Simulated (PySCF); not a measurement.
This PySCF input asks for the NMR shieldings of `InChI=1S/C4H7Si.C3H3.Al.H/c1-2-3-4-5;1-3-2;;/h3-4H2,5H3;1H3;;`; the geometry comes from GFN2-xTB.

```python
import basis_set_exchange as bse
import numpy as np
from pyscf import gto, dft
from pyscf.prop import nmr

atoms = """
C     6.066579    0.437844   -0.238685
C     4.754047   -0.066750   -0.582644
C     3.651529   -0.491296   -0.873295
Al    1.873462   -1.129416   -1.311761
C     0.213064   -0.607304   -0.459152
C    -0.820663   -0.284519    0.096824
C    -2.076173    0.089291    0.717628
C    -3.231655    0.023303   -0.288643
Si   -4.903510    0.479437    0.494171
H     6.457793   -0.096034    0.628096
H     6.007056    1.500625   -0.000864
H     6.751490    0.301768   -1.076287
H     1.765034   -2.161578   -2.457784
H    -2.272853   -0.587679    1.555403
H    -1.986859    1.103703    1.119950
H    -3.011368    0.692672   -1.123409
H    -3.274284   -0.984347   -0.708048
H    -4.830659    1.845724    1.018727
H    -5.185086   -0.442133    1.598096
H    -5.952092    0.387371   -0.521054
"""
names = dict.fromkeys(["C", "Al", "Si", "H"], "pcSseg-1")
basis = {el: gto.basis.parse(bse.get_basis(n, elements=[el], fmt="nwchem")) for el, n in names.items()}
mol = gto.M(atom=atoms, basis=basis, charge=0, verbose=0)
mf = dft.RKS(mol, xc="PBE0")
mf.grids.level = 2
mf.grids.alignment = dft.numint.BLKSIZE   # the property module wants whole blocks of grid points
mf.conv_tol = 1e-9
mf.kernel()

calc = nmr.RKS(mf)   # GIAO
C = mf.mo_coeff
Co = C[:, mf.mo_occ > 0]
resp = mf.gen_response(singlet=True, hermi=2)
def vind(x):   # induced exchange potential for any number of trial vectors
    d = np.einsum("pi,xij,qj->xpq", C, 2 * x.reshape(-1, C.shape[1], Co.shape[1]), Co, optimize=True)
    return np.einsum("xpq,pi,qj->xij", resp(d - d.transpose(0, 2, 1)), C, Co, optimize=True).ravel()
mo1, _ = nmr.rhf.solve_mo1(calc, with_cphf=vind)
sigma = calc.kernel(mo1)
for i, s in enumerate(sigma):   # ppm
    print("%2d %-2s %9.2f" % (i, mol.atom_pure_symbol(i), np.trace(s) / 3))
```

Task: What are the results?

Result: 
```
 0 C     180.30
 1 C      69.52
 2 C      91.90
 3 Al    379.97
 4 C      91.55
 5 C      63.58
 6 C     166.59
 7 C     174.10
 8 Si    419.05
 9 H      29.60
10 H      29.59
11 H      29.60
12 H      27.22
13 H      29.38
14 H      29.36
15 H      30.59
16 H      30.56
17 H      27.98
18 H      27.99
19 H      27.79
```

These numbers come from an equivalent density-fitted implementation of the same equations, which agrees with the script to about 0.01 ppm for H and up to a few tenths of a ppm for heavy atoms, so last digits may differ.

Size and cost of the density-fitted run: 222 basis functions, 100 s wall time on 1 thread of an Arm Neoverse N1, shared host; peak memory 0.98 GiB.
